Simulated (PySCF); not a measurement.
Spectra and structures to be paired. Theory: TDDFT B3LYP/def2-SVPD, vertical, gas phase, core orbitals frozen in the response (PySCF). Geometries: GFN2-xTB; one conformer of each isolated species. Triplets are in the Tamm–Dancoff approximation.

A. `O=C(O)[SiH2][SiH2]O[SiH3]`
B. `[H]/P=P\C=C`
C. `C1(CCC[C@@H]1F)=C`
D. `CC1=C(F)CCC1`
E. `N#CCP([SiH3])CP`

Lowest singlet levels (six at most, fewer where fewer were computed) with oscillator strengths:

1. 5.85 eV (f 0.003); 6.38 eV (f 0.003); 6.68 eV (f 0.004); 6.96 eV (f 0.356); 7.21 eV (f 0.027); 7.56 eV (f 0.008); T1 4.48 eV
2. 3.51 eV (f 0.000); 3.92 eV (f 0.009); 4.06 eV (f 0.244); 5.37 eV (f 0.005); 5.90 eV (f 0.001); 6.07 eV (f 0.002); T1 2.01 eV
3. 4.92 eV (f 0.014); 5.76 eV (f 0.023); 6.05 eV (f 0.014); 6.33 eV (f 0.001); 6.46 eV (f 0.010); 6.57 eV (f 0.127); T1 4.30 eV
4. 6.40 eV (f 0.208); 6.73 eV (f 0.016); 6.95 eV (f 0.003); 7.21 eV (f 0.015); 7.61 eV (f 0.009); 7.68 eV (f 0.028); T1 4.12 eV
5. 5.46 eV (f 0.017); 5.69 eV (f 0.068); 6.03 eV (f 0.057); 6.15 eV (f 0.026); 6.16 eV (f 0.005); 6.43 eV (f 0.048); T1 4.82 eV

**Question.** Match each spectrum to its molecule.

**Answer.** 1 = D, 2 = B, 3 = A, 4 = C, 5 = E.
- A: S1 at 4.92 eV, HOMO→LUMO (65%), HOMO→LUMO+1 (24%); Löwdin shares by element: HOMO oxygen 56% or more, silicon 13% or more, carbon 12% (atoms not listed hold the other 19%); LUMO silicon 34% or more, carbon 18%, oxygen 14% or more (atoms not listed hold the other 33%); HOMO -7.55 and LUMO -1.24 eV.
- B: S1 at 3.51 eV, HOMO-1→LUMO (100%); Löwdin shares by element: HOMO phosphorus 68%, carbon 26%; LUMO phosphorus 75%, carbon 19%; HOMO -6.89 and LUMO -2.90 eV; point group Cs, 1 of its 6 listed states under f = 0.0005.
- C: S1 at 6.40 eV, HOMO→LUMO (89%); Löwdin shares by element: HOMO carbon 80% or more (atoms not listed hold the other 20%); LUMO carbon 61% or more, hydrogen 6% or more (atoms not listed hold the other 33%); HOMO -7.13 and LUMO -0.49 eV.
- D: S1 at 5.85 eV, HOMO→LUMO (98%); Löwdin shares by element: HOMO carbon 64% or more, fluorine 10% (atoms not listed hold the other 25%); LUMO carbon 44% or more (atoms not listed hold the other 56%); HOMO -6.41 and LUMO 0.38 eV.
- E: S1 at 5.46 eV, HOMO→LUMO (65%), HOMO→LUMO+1 (33%); Löwdin shares by element: HOMO phosphorus 55% or more, carbon 16% or more, silicon 11% (atoms not listed hold the other 18%); LUMO phosphorus 36%, silicon 15%, carbon 9% or more (atoms not listed hold the other 40%); HOMO -7.04 and LUMO -0.67 eV.
